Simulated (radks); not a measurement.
All-electron atom: the lead ion Pb46+ in [Kr] (the NIST ground configuration). Method: scalar-relativistic Kohn-Sham, PBE, spin-unpolarised, spherical densities, point nucleus; computed with a radial shooting solver on a logarithmic mesh with Libxc functionals.

Unscreened Slater integrals over Kohn-Sham orbitals (hartree).

integral     value
F0(4p,4p)   2.5005
F2(4p,4p)   1.2994
F0(4p,4s)   2.5404
G1(4p,4s)   1.7104
F0(4p,3d)   3.1655
F2(4p,3d)  0.91950
G1(4p,3d)  0.29705
G3(4p,3d)  0.30168
F0(4p,3p)   3.1115
F2(4p,3p)  0.98272
G0(4p,3p)  0.26712
G2(4p,3p)  0.32076
F0(4s,4s)   2.5844
F0(4s,3d)   3.2369
G2(4s,3d)  0.31052
F0(4s,3p)   3.1807
G1(4s,3p)  0.32392
F0(3d,3d)   5.7822
F2(3d,3d)   2.9614
F4(3d,3d)   1.9090
F0(3d,3p)   5.4041
F2(3d,3p)   2.5997
G1(3d,3p)   2.8308
G3(3d,3p)   1.8752
F0(3p,3p)   5.1849
F2(3p,3p)   2.5931
